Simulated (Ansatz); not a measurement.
Born–Oppenheimer molecular dynamics of H3IOSeSi (7 atoms, charge 0, multiplicity 1). It starts at the highest image of a converged band. Of that band: Neighbouring images differ by up to 2.6 eV, so the band resolves the path poorly. A vibrational analysis at the climbing image gives one clearly imaginary mode, 1754i cm⁻¹: a first-order saddle point.

Method: Ansatz, RKS BHLYP/def2-SVP.

```
ensemble                      : NVE (velocity Verlet)
time step                     : 0.5 fs
steps asked                   : 200
starting velocities drawn for : 300 K
seed                          : 12373
```

First frame:

```xyz
7
Properties=species:S:1:pos:R:3
O -0.246 1.363 -0.561
Si -0.127 0.051 0.742
Se 1.979 -0.832 0.728
I -1.695 -1.680 -0.123
H -0.943 1.311 -1.226
H -0.616 1.584 0.667
H 1.709 -1.865 -0.271
```

Task: How far do the bonds stretch over the last three quarters of this one trajectory? (Pairs bonded in most of those frames.)

Result: 
```
   bond  mean (Å)  spread (Å)  shortest  longest
 O1–Si2     1.669       0.083      1.52     1.81
  O1–H5     0.957       0.013      0.94     0.98
Si2–Se3     2.292       0.071      2.17     2.39
 Si2–I4     2.508       0.055      2.41     2.59
 Si2–H6     1.648       0.187      1.26     2.02
 Se3–H7     1.475       0.024      1.44     1.52
```

Mean temperature of the second half: 2708 K. The conserved energy stayed within 0.96 meV per atom of its start (net change -0.16 meV per atom), so the integration is sound. The system heated up, since it started high on the potential surface and ran downhill. A run of 0.1 ps of so small a system gives no equilibrium averages. The orbitals stay closed-shell, which can raise the energy where a bond breaks towards radicals; this wasn't checked here.

Time of the run: 6.5 min on 2 threads of Intel(R) Xeon(R) 6975P-C (Granite Rapids) (shared host), peak memory 0.29 GiB.
